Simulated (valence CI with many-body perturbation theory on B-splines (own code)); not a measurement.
# Pt LXXIV: electric-dipole lines

Level of theory: configuration interaction combined with many-body perturbation theory (CI+MBPT): three valence electrons over a frozen Dirac-Fock core [He], radial functions for each j: 11 s, 11 p, 9 d, 7 f, 5 g, 2 h, 1 i, with the one-electron correlation potential Σ1, the two-electron term Σ2, the three-electron term Σ3, Breit, model QED; selected CI, second order for the rest (own B-spline code, finite nucleus).

The last digits are not significant, and no measured levels were compared; by estimate large intervals hold to a few tenths of a per cent, small ones and those within an open d or f shell to about a per cent.

Lines 151 to 200 of 290 in falling wavelength, among levels below 15341 eV, chosen from the strongest by gf and those to the six lowest levels. Wavelengths and rates use the calculated energies. Electric multipoles are in the length gauge, E1 and E2 with the static RPA response of the core. Weak lines are less certain than strong ones. Lines between different terms over intervals too small for the method are left out, as are lines whose strength nearly cancels. The highest levels of a list are the least certain.

Levels are named by their leading jj configuration (3d3/2^4 stands for four electrons in 3d with j = 3/2), which in mixed levels can hold well under half, so a name can repeat and another be missing. Letters in brackets count levels of one name in rising energy.

| λ vac (Å) | Upper | Lower | A (s⁻¹) | log gf | Branch % |
| --- | --- | --- | --- | --- | --- |
| 1.138 | (2s 2p1/2 3d5/2) J=5/2 [a] | (2s 2p1/2 2p3/2) J=3/2 [b] | 2.00e+14 | -0.63 | 10.0 |
| 1.138 | (2s 2p3/2 3d5/2) J=5/2 [a] | (2s 2p3/2^2) J=3/2 | 2.38e+14 | -0.56 | 13.3 |
| 1.137 | (2p1/2 2p3/2 3d5/2) J=3/2 [b] | (2p1/2 2p3/2^2) J=1/2 | 1.84e+15 | 0.16 | 86.8 |
| 1.137 | (2s 2p1/2 3d3/2) J=3/2 [b] | (2s 2p1/2 2p3/2) J=3/2 [a] | 1.68e+14 | -0.89 | 6.3 |
| 1.136 | (2s 2p3/2 3d5/2) J=3/2 [a] | (2s 2p3/2^2) J=3/2 | 8.49e+14 | -0.18 | 46.0 |
| 1.136 | (2s 2p3/2 3d5/2) J=3/2 [a] | (2s 2p3/2^2) J=1/2 | 7.17e+14 | -0.26 | 38.8 |
| 1.136 | (2p1/2 2p3/2 3d5/2) J=1/2 | (2p1/2 2p3/2^2) J=1/2 | 2.01e+15 | -0.11 | 90.6 |
| 1.136 | (2s 2p1/2 3d3/2) J=1/2 | (2s 2p1/2 2p3/2) J=3/2 [a] | 4.47e+13 | -1.76 | 1.7 |
| 1.134 | (2s 2p3/2 3d5/2) J=1/2 | (2s 2p3/2^2) J=1/2 | 1.77e+15 | -0.17 | 87.9 |
| 1.134 | (2p1/2^2 3d5/2) J=5/2 | (2p1/2^2 2p3/2) J=3/2 | 1.92e+15 | 0.35 | 99.2 |
| 1.134 | (2s 2p1/2 3d5/2) J=5/2 [b] | (2s 2p1/2 2p3/2) J=3/2 [b] | 1.53e+15 | 0.25 | 78.1 |
| 1.134 | (2s 2p1/2 3d5/2) J=3/2 | (2s 2p1/2 2p3/2) J=3/2 [b] | 3.35e+14 | -0.59 | 17.3 |
| 1.134 | (2p1/2 2p3/2 3d5/2) J=5/2 [a] | (2p1/2 2p3/2^2) J=5/2 | 6.15e+14 | -0.15 | 33.0 |
| 1.134 | (2s 2p1/2 3d5/2) J=3/2 | (2s 2p1/2 2p3/2) J=1/2 | 1.46e+15 | 0.05 | 75.5 |
| 1.132 | (2p1/2 2p3/2 3d5/2) J=5/2 [b] | (2p1/2 2p3/2^2) J=5/2 | 9.37e+14 | 0.03 | 32.4 |
| 1.132 | (2p1/2 2p3/2 3d5/2) J=3/2 [a] | (2p1/2 2p3/2^2) J=3/2 | 1.29e+15 | 0.00 | 84.9 |
| 1.132 | (2p1/2 2p3/2 3d5/2) J=5/2 [a] | (2p1/2 2p3/2^2) J=3/2 | 1.21e+15 | 0.15 | 65.0 |
| 1.131 | (2p1/2 2p3/2 3d5/2) J=7/2 [b] | (2p1/2 2p3/2^2) J=5/2 | 3.11e+15 | 0.68 | 99.1 |
| 1.130 | (2p1/2 2p3/2 3d5/2) J=3/2 [b] | (2p1/2 2p3/2^2) J=5/2 | 2.30e+14 | -0.75 | 10.8 |
| 1.130 | (2s 2p1/2 3d5/2) J=5/2 [a] | (2s 2p1/2 2p3/2) J=5/2 | 3.04e+13 | -1.46 | 1.5 |
| 1.130 | (2p1/2 2p3/2 3d5/2) J=5/2 [b] | (2p1/2 2p3/2^2) J=3/2 | 1.92e+15 | 0.34 | 66.3 |
| 1.128 | (2s 2p3/2 3d5/2) J=5/2 [b] | (2s 2p3/2^2) J=3/2 | 2.53e+15 | 0.46 | 95.8 |
| 1.127 | (2s 2p3/2 3d5/2) J=3/2 [b] | (2s 2p3/2^2) J=3/2 | 6.10e+14 | -0.33 | 31.9 |
| 1.127 | (2s 2p3/2 3d5/2) J=3/2 [b] | (2s 2p3/2^2) J=1/2 | 1.23e+15 | -0.03 | 64.4 |
| 1.127 | (2s 2p1/2 3d5/2) J=7/2 | (2s 2p1/2 2p3/2) J=5/2 | 1.96e+15 | 0.48 | 100.0 |
| 1.126 | (2s 2p3/2 3d5/2) J=5/2 [a] | (2s 2p3/2^2) J=5/2 | 1.52e+15 | 0.24 | 85.0 |
| 1.126 | (2s 2p1/2 3d5/2) J=5/2 [a] | (2s 2p1/2 2p3/2) J=3/2 [a] | 1.77e+15 | 0.30 | 88.3 |
| 1.126 | (2s 2p1/2 3d5/2) J=5/2 [b] | (2s 2p1/2 2p3/2) J=5/2 | 2.61e+14 | -0.53 | 13.3 |
| 1.126 | (2s 2p1/2 3d5/2) J=3/2 | (2s 2p1/2 2p3/2) J=5/2 | 1.53e+13 | -1.93 | 0.8 |
| 1.125 | (2s 2p3/2 3d5/2) J=7/2 [a] | (2s 2p3/2^2) J=5/2 | 2.69e+15 | 0.61 | 99.5 |
| 1.125 | (2s^2 3d5/2) J=5/2 | (2s^2 2p3/2) J=3/2 | 1.74e+15 | 0.30 | 99.9 |
| 1.125 | (2p1/2 2p3/2 3p3/2) J=5/2 [b] | (2s 2p3/2^2) J=3/2 | 2.97e+14 | -0.47 | 37.4 |
| 1.124 | (2s 2p3/2 3d5/2) J=3/2 [a] | (2s 2p3/2^2) J=5/2 | 2.11e+14 | -0.80 | 11.4 |
| 1.123 | (2p1/2^2 3p3/2) J=3/2 | (2s 2p1/2 2p3/2) J=1/2 | 4.76e+13 | -1.44 | 8.7 |
| 1.122 | (2s 2p1/2 3p3/2) J=5/2 | (2s^2 2p3/2) J=3/2 | 2.75e+14 | -0.51 | 97.3 |
| 1.121 | (2s 2p1/2 3d5/2) J=5/2 [b] | (2s 2p1/2 2p3/2) J=3/2 [a] | 1.52e+14 | -0.76 | 7.8 |
| 1.121 | (2s 2p1/2 3d5/2) J=3/2 | (2s 2p1/2 2p3/2) J=3/2 [a] | 9.98e+13 | -1.12 | 5.2 |
| 1.118 | (2s 2p3/2 3d5/2) J=7/2 [b] | (2s 2p3/2^2) J=5/2 | 5.85e+14 | -0.06 | 77.7 |
| 1.111 | (2p1/2^2 3p3/2) J=3/2 | (2s 2p1/2 2p3/2) J=3/2 [a] | 3.47e+12 | -2.59 | 0.6 |
| 1.071 | (2p1/2^2 3d5/2) J=5/2 | (2s^2 2p3/2) J=3/2 | 8.83e+11 | -3.04 | 0.0 |
| 1.048 | (2s^2 3p1/2) J=1/2 | (2s 2p1/2^2) J=1/2 | 3.00e+12 | -3.01 | 20.5 |
| 1.039 | (2s 2p1/2 3s) J=1/2 [a] | (2s 2p1/2^2) J=1/2 | 4.04e+13 | -1.88 | 11.7 |
| 1.038 | (2s 2p3/2 3s) J=3/2 [a] | (2s 2p1/2 2p3/2) J=1/2 | 6.44e+12 | -2.38 | 1.5 |
| 1.036 | (2s 2p1/2 3s) J=3/2 | (2s 2p1/2^2) J=1/2 | 7.84e+13 | -1.30 | 20.4 |
| 1.034 | (2s 2p3/2 3s) J=5/2 | (2s 2p1/2 2p3/2) J=5/2 | 5.64e+13 | -1.27 | 21.6 |
| 1.033 | (2s 2p1/2 3s) J=1/2 [b] | (2s 2p1/2^2) J=1/2 | 1.72e+13 | -2.26 | 5.6 |
| 1.032 | (2s 2p3/2 3s) J=1/2 | (2s 2p1/2 2p3/2) J=1/2 | 1.46e+13 | -2.33 | 2.9 |
| 1.032 | (2s 2p3/2 3s) J=3/2 [a] | (2s 2p1/2 2p3/2) J=5/2 | 5.40e+13 | -1.46 | 12.3 |
| 1.031 | (2s 2p3/2 3s) J=3/2 [b] | (2s 2p1/2 2p3/2) J=1/2 | 2.91e+13 | -1.73 | 11.8 |
| 1.031 | (2s 2p3/2 3s) J=5/2 | (2s 2p1/2 2p3/2) J=3/2 [a] | 4.73e+13 | -1.35 | 18.1 |

Q: How does gf follow from A for the line at 1.036 Å?

A: gf = 1.4992 × (2J+1)_upper × A / σ², with σ = 96522072 cm⁻¹ and 2J+1 = 4: gf = 0.0505.
